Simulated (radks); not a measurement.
Trend from Rb2+ to Xe2+: ionisation energy by Delta-SCF between NIST ground configurations, and size. Calculated with a radial shooting solver on a logarithmic mesh with Libxc functionals: Dirac Kohn-Sham, LDA (Slater exchange, Perdew-Wang correlation), spin-unpolarised, spherical densities, finite nucleus; open shells fill j = l - 1/2 first; Fermi nuclear charge, rms radius of each element as measured or else 0.836 A^(1/3) + 0.57 fm.

| species | configuration | configuration of the ion | IE (eV) | NIST (eV) | kind | -e(HOMO) (eV) | outermost | <r> outermost (bohr) |
|---|---|---|---|---|---|---|---|---|
| Rb2+ | [Ar] 3d10 4s2 4p5 | [Ar] 3d10 4s2 4p4 | 39.946 | 39.247 | semi-emp. | 33.532 (4p3/2) | 4p3/2 | 1.65 |
| Sr2+ | [Kr] | [Ar] 3d10 4s2 4p5 | 42.988 | 42.884 | exp. | 36.260 (4p3/2) | 4p3/2 | 1.56 |
| Zr2+ | [Kr] 4d2 | [Kr] 4d1 | 22.891 | 23.170 | semi-emp. | 17.565 (4d3/2) | 4d3/2 | 2.00 |
| Nb2+ | [Kr] 4d3 | [Kr] 4d2 | 25.010 | 25.040 | semi-emp. | 19.380 (4d3/2) | 4d3/2 | 1.85 |
| Mo2+ | [Kr] 4d4 | [Kr] 4d3 | 27.043 | 27.1 | semi-emp. | 21.118 (4d3/2) | 4d3/2 | 1.72 |
| Tc2+ | [Kr] 4d5 | [Kr] 4d4 | 28.707 | 29.550 | semi-emp. | 22.532 (4d5/2) | 4d5/2 | 1.63 |
| Ru2+ | [Kr] 4d6 | [Kr] 4d5 | 30.612 | 28.470 | semi-emp. | 24.157 (4d5/2) | 4d5/2 | 1.54 |
| Rh2+ | [Kr] 4d7 | [Kr] 4d6 | 32.483 | 31.060 | semi-emp. | 25.752 (4d5/2) | 4d5/2 | 1.45 |
| Pd2+ | [Kr] 4d8 | [Kr] 4d7 | 34.325 | 32.930 | semi-emp. | 27.324 (4d5/2) | 4d5/2 | 1.38 |
| Ag2+ | [Kr] 4d9 | [Kr] 4d8 | 36.145 | 34.8 | semi-emp. | 28.878 (4d5/2) | 4d5/2 | 1.32 |
| Cd2+ | [Kr] 4d10 | [Kr] 4d9 | 37.947 | 37.47 | exp. | 30.417 (4d5/2) | 4d5/2 | 1.26 |
| In2+ | [Kr] 4d10 5s1 | [Kr] 4d10 | 28.734 | 28.044 | exp. | 24.117 (5s1/2) | 5s1/2 | 2.32 |
| Sn2+ | [Kr] 4d10 5s2 | [Kr] 4d10 5s1 | 31.445 | 30.506 | exp. | 26.523 (5s1/2) | 5s1/2 | 2.20 |
| Sb2+ | [Kr] 4d10 5s2 5p1 | [Kr] 4d10 5s2 | 25.410 | 25.324 | exp. | 20.930 (5p1/2) | 5p1/2 | 2.43 |
| Te2+ | [Kr] 4d10 5s2 5p2 | [Kr] 4d10 5s2 5p1 | 27.887 | 27.84 | exp. | 23.139 (5p1/2) | 5p1/2 | 2.28 |
| I2+ | [Kr] 4d10 5s2 5p3 | [Kr] 4d10 5s2 5p2 | 28.992 | 29.57 | exp. | 24.154 (5p3/2) | 5p3/2 | 2.23 |
| Xe2+ | [Kr] 4d10 5s2 5p4 | [Kr] 4d10 5s2 5p3 | 31.314 | 31.05 | semi-emp. | 26.240 (5p3/2) | 5p3/2 | 2.11 |

Reference values: NIST Atomic Spectra Database (exp. = measured, semi-emp. = semi-empirical, theory = theoretical value adopted there). Spin polarisation and multiplet splitting are left out, so open shells lie too high by an amount that depends on their filling.

Beside tabulated values, note that spin-unpolarised runs miss the spin-polarisation part of the exchange energy of open shells.
